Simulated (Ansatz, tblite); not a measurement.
Forces on the cluster MoAu₄⁻ at its r2SCAN-D4/def2-SVPD geometry. Charge -1, multiplicity 2.

In the def2 sets Au, Mo take a core potential; there is no spin–orbit coupling. The xTB rows come from tblite. At PBE-D4/def2-TZVPD the charge -1 doublet is spin-contaminated (final ⟨S²⟩ up to 1.76, 0.75 for a pure state). No other spin state of charge -1 was run. The geometry of the doublet was relaxed on an unsound state (⟨S²⟩ 1.78, where a pure state has 0.75). Another isomer (doublet) lies 0.06 eV lower at PBE0-D4/def2-TZVPD; other spin states weren't run for this one.

GFN1-xTB (tblite), largest force 1.23 eV/Å:

```xyz
5
positions Å, forces eV/Å
Mo    0.077   -0.379   -0.017    0.179    0.204    0.028
Au   -1.238    1.905    0.110    0.103   -0.611    0.045
Au   -0.796    0.216   -2.335    0.411   -0.255    0.697
Au    0.936    0.987    1.951   -0.113   -0.416   -0.618
Au    1.021   -2.729    0.291   -0.580    1.079   -0.151
```

GFN2-xTB (tblite), largest force 0.92 eV/Å:

```
Mo 0.446 -0.709 -0.168
Au -0.387 -0.144 0.225
Au 0.191 -0.052 -0.195
Au 0.338 0.199 0.171
Au -0.588 0.706 -0.033
```

PBE-D4/def2-TZVPD (Ansatz), largest force 0.04 eV/Å:

```
Mo 0.002 -0.017 -0.014
Au -0.041 0.011 0.013
Au 0.031 -0.010 0.006
Au 0.028 0.002 -0.004
Au -0.019 0.014 -0.001
```
